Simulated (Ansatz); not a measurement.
A structure relaxed at PBE0-D4/def2-TZVP in Ansatz, charge 1, singlet:

```xyz
3

Re   -1.129    1.481    0.491
S     0.025   -0.034   -0.012
S     1.104   -1.447   -0.479
```

(1) Give its formula and point group.

(2) Summarise the bond lengths by kind (pairs closer than 1.2 times the sum of covalent radii, bridged metal pairs left out).

Results:

(1) the cluster ReS₂⁺. Point group C∞v (tolerance 0.1 Å).

(2) 1 × Re–S 1.97 Å; 1 × S–S 1.84 Å. The metal has 1 neighbour: S 1.97 Å.

In the def2 sets Re takes a core potential; there is no spin–orbit coupling. The restricted singlet is unstable towards broken spin symmetry in Hartree–Fock (as tested in another run); at PBE0-D4/def2-TZVP this wasn't settled. The relaxation made no stability test and no search for a lower SCF solution. No other spin state of charge 1 was run. Another isomer (triplet) lies 3.82 eV lower at PBE0-D4/def2-TZVP; other spin states weren't run for this one.
